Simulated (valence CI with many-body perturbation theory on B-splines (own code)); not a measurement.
# Dy34+: electric-dipole lines

Computed by configuration interaction combined with many-body perturbation theory (CI+MBPT): four valence electrons over a frozen Dirac-Fock core [Ar] 3d10, radial functions for each j: 11 s, 11 p, 9 d, 7 f, 5 g, 2 h, 1 i, with the one-electron correlation potential Σ1, the two-electron term Σ2, the three-electron term Σ3, Breit, model QED; selected CI, second order for the rest (own B-spline code, finite nucleus).

No measured spectrum was set against this ion. As an estimate, large intervals hold to a few tenths of a per cent, small ones and those within an open d or f shell to about a per cent.

Lines 201 to 238 of 238 in falling wavelength, among levels below 2792300 cm⁻¹, chosen from the strongest by gf and those to the six lowest levels. Wavelengths and rates use the calculated energies. Electric multipoles are in the length gauge, E1 and E2 with the static RPA response of the core. Weak lines are less certain than strong ones. Lines between different terms over intervals too small for the method are left out, as are lines whose strength nearly cancels. Where a level lies close to another of its J and parity, the split of strength between their lines is uncertain. The highest levels of a list are the least certain.

Levels are named by their leading jj configuration (3d3/2^4 stands for four electrons in 3d with j = 3/2), which in mixed levels can hold well under half, so a name can repeat and another be missing. Letters in brackets count levels of one name in rising energy.

```
λ vac (nm)                           Upper                   Lower   A (s⁻¹)  S (a.u.) with core polarisation  S without
     6.654  (4s 4p1/2 4p3/2 4d3/2) J=2 [c]  (4s 4p1/2^2 4p3/2) J=2  6.47e+11                         4.70e-01   5.02e-01
     6.639          (4s^2 4p3/2 4d3/2) J=2  (4s^2 4p1/2 4p3/2) J=1  3.24e+11                         2.34e-01   2.49e-01
     6.631  (4s 4p1/2 4p3/2 4d3/2) J=1 [b]  (4s 4p1/2^2 4p3/2) J=2  5.94e+11                         2.56e-01   2.73e-01
     6.578          (4s^2 4p3/2 4d3/2) J=0  (4s^2 4p1/2 4p3/2) J=1  6.11e+11                         8.59e-02   9.16e-02
     6.574  (4s 4p1/2 4p3/2 4d3/2) J=1 [c]  (4s 4p1/2^2 4p3/2) J=2  2.25e+10                         9.46e-03   1.01e-02
     6.572  (4s 4p1/2 4p3/2 4d3/2) J=0 [b]  (4s 4p1/2^2 4p3/2) J=1  4.66e+11                         6.53e-02   6.96e-02
     6.531      (4s 4p1/2 4p3/2^2) J=1 [b]      (4s^2 4p1/2^2) J=0  2.03e+11                         8.37e-02   8.92e-02
     6.480  (4s 4p1/2 4p3/2 4d5/2) J=3 [a]  (4s 4p1/2^2 4p3/2) J=2  7.99e+10                         7.51e-02   8.00e-02
     6.476  (4s 4p1/2 4p3/2 4d5/2) J=2 [b]  (4s 4p1/2^2 4p3/2) J=2  1.05e+10                         7.06e-03   7.55e-03
     6.361      (4s 4p1/2 4p3/2^2) J=1 [c]      (4s^2 4p1/2^2) J=0  2.35e+11                         8.97e-02   9.56e-02
     6.326                (4s 4p3/2^3) J=1  (4s^2 4p1/2 4p3/2) J=2  2.71e+10                         1.02e-02   1.08e-02
     6.320  (4s 4p1/2 4p3/2 4d3/2) J=1 [d]  (4s 4p1/2^2 4p3/2) J=2  3.93e+09                         1.47e-03   1.57e-03
     6.295  (4s 4p1/2 4p3/2 4d5/2) J=3 [b]  (4s 4p1/2^2 4p3/2) J=2  4.47e+10                         3.85e-02   4.10e-02
     6.289  (4s 4p1/2 4p3/2 4d3/2) J=2 [d]  (4s 4p1/2^2 4p3/2) J=2  1.19e+09                         7.31e-04   7.85e-04
     6.286      (4s 4p1/2 4p3/2 4d5/2) J=0  (4s 4p1/2^2 4p3/2) J=1  1.52e+11                         1.86e-02   1.99e-02
     6.244          (4s^2 4p3/2 4d5/2) J=2  (4s^2 4p1/2 4p3/2) J=2  4.83e+09                         2.90e-03   3.09e-03
     6.228  (4s 4p1/2 4p3/2 4d5/2) J=3 [c]  (4s 4p1/2^2 4p3/2) J=2  1.22e+11                         1.02e-01   1.09e-01
     6.213                (4s 4p3/2^3) J=1  (4s^2 4p1/2 4p3/2) J=1  3.83e+10                         1.36e-02   1.45e-02
     6.204  (4s 4p1/2 4p3/2 4d5/2) J=2 [e]  (4s 4p1/2^2 4p3/2) J=1  1.15e+11                         6.80e-02   7.25e-02
     6.142  (4s 4p1/2 4p3/2 4d5/2) J=1 [d]  (4s 4p1/2^2 4p3/2) J=1  1.28e+11                         4.38e-02   4.67e-02
     6.137          (4s^2 4p3/2 4d5/2) J=3  (4s^2 4p1/2 4p3/2) J=2  4.32e+10                         3.45e-02   3.67e-02
     6.133          (4s^2 4p3/2 4d5/2) J=2  (4s^2 4p1/2 4p3/2) J=1  1.29e+10                         7.33e-03   7.82e-03
     6.099  (4s 4p1/2 4p3/2 4d5/2) J=1 [b]  (4s 4p1/2^2 4p3/2) J=2  3.87e+09                         1.30e-03   1.39e-03
     6.023  (4s 4p1/2 4p3/2 4d5/2) J=3 [d]  (4s 4p1/2^2 4p3/2) J=2  5.92e+09                         4.47e-03   4.76e-03
     5.974          (4s^2 4p1/2 4f5/2) J=2  (4s 4p1/2^2 4p3/2) J=1  3.66e+10                         1.93e-02   2.06e-02
     5.969          (4s^2 4p3/2 4d5/2) J=1  (4s^2 4p1/2 4p3/2) J=2  2.98e+08                         9.38e-05   9.98e-05
     5.946  (4s 4p1/2 4p3/2 4d5/2) J=1 [c]  (4s 4p1/2^2 4p3/2) J=2  1.43e+08                         4.45e-05   4.71e-05
     5.940  (4s 4p1/2 4p3/2 4d5/2) J=2 [c]  (4s 4p1/2^2 4p3/2) J=2  2.24e+07                         1.16e-05   1.24e-05
     5.911  (4s 4p1/2 4p3/2 4d5/2) J=2 [d]  (4s 4p1/2^2 4p3/2) J=2  5.69e+09                         2.90e-03   3.09e-03
     5.868          (4s^2 4p3/2 4d5/2) J=1  (4s^2 4p1/2 4p3/2) J=1  1.60e+10                         4.78e-03   5.09e-03
     5.843  (4s 4p1/2 4p3/2 4d5/2) J=2 [e]  (4s 4p1/2^2 4p3/2) J=2  2.00e+10                         9.85e-03   1.05e-02
     5.789  (4s 4p1/2 4p3/2 4d5/2) J=1 [d]  (4s 4p1/2^2 4p3/2) J=2  1.08e+10                         3.09e-03   3.30e-03
     5.781          (4s^2 4p1/2 4f5/2) J=3  (4s 4p1/2^2 4p3/2) J=2  3.41e+08                         2.28e-04   2.42e-04
     5.639          (4s^2 4p1/2 4f5/2) J=2  (4s 4p1/2^2 4p3/2) J=2  7.26e+09                         3.21e-03   3.43e-03
     5.636          (4s^2 4p1/2 4f7/2) J=3  (4s 4p1/2^2 4p3/2) J=2  1.86e+10                         1.15e-02   1.23e-02
     5.303          (4s^2 4p3/2 4d3/2) J=1      (4s^2 4p1/2^2) J=0  9.77e+06                         2.16e-06   2.23e-06
     5.011                (4s 4p3/2^3) J=1      (4s^2 4p1/2^2) J=0  3.80e+08                         7.08e-05   7.57e-05
     4.784          (4s^2 4p3/2 4d5/2) J=1      (4s^2 4p1/2^2) J=0  1.73e+09                         2.81e-04   3.01e-04
```
